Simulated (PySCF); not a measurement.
Steps of a relaxation of [OsO3Cl]−

[OsO3Cl]− (singlet). PySCF 2.14.0, RKS BP86, Os def2-SVP with ECP60, O def2-SVP, Cl def2-SVP; non-relativistic Hamiltonian with scalar-relativistic core potentials where named; density fitting; no spin-orbit coupling. Origin of the start: displaced along the imaginary mode. Columns: position (Å) and force (eV/Å). Energies are counted from the last step; some of the 10 steps are shown. Forces carry noise of the integration grid, about 0.01 to 0.03 eV/Å.

Run from Python with OMP_NUM_THREADS=2. Where DIIS fails, smearing, a level shift and second-order steps follow.
It took 29 s on 2 threads of Arm Neoverse V1, on a shared host, from the converged density of the start.

```xyz
5
step 0  E = 0.435 eV
Os    0.0000    0.2578   -0.0044     0.00    0.07    0.33
O     1.7280   -0.0720    0.2500    -1.04    0.27    0.11
O     0.0000    1.9951   -0.2259     0.00   -0.68   -0.25
O    -1.7280   -0.0720    0.2500     1.04    0.27    0.11
Cl    0.0000   -2.2621   -0.1012     0.00    0.08   -0.31
```

```xyz
5
step 3  E = 0.044 eV
Os    0.0000    0.2384    0.0613     0.00    1.26   -1.35
O     1.6077   -0.0210    0.6482     0.70   -0.17    0.30
O     0.0000    1.8554   -0.6716     0.00   -1.14    0.61
O    -1.6077   -0.0210    0.6482    -0.70   -0.17    0.30
Cl    0.0000   -2.2050   -0.5175     0.00    0.22    0.13
```

```xyz
5
step 6  E = 0.000 eV
Os    0.0000    0.2383    0.0328     0.00    0.04   -0.06
O     1.6200   -0.0232    0.6329     0.05   -0.01    0.02
O     0.0000    1.8472   -0.6389     0.00   -0.06    0.02
O    -1.6200   -0.0232    0.6329    -0.05   -0.01    0.02
Cl    0.0000   -2.1922   -0.4912     0.00    0.04    0.00
```

Question: Where does the relaxation end?

Answer: It converges at step 9 in Cs:
```xyz
5
step 9  E = 0
Os    0.0000    0.2364    0.0342
O     1.6221   -0.0230    0.6342
O     0.0000    1.8422   -0.6411
O    -1.6221   -0.0230    0.6342
Cl    0.0000   -2.1858   -0.4930
```

Question: How did the contacts change?

Answer: 
| contact | start (Å) | end (Å) |
| --- | --- | --- |
| Os1–O2 (O) | 1.778 | 1.749 |
| Os1–O3 (O) | 1.751 | 1.742 |
| Os1–O4 (O) | 1.778 | 1.749 |
| Os1–Cl5 (Cl) | 2.522 | 2.479 |
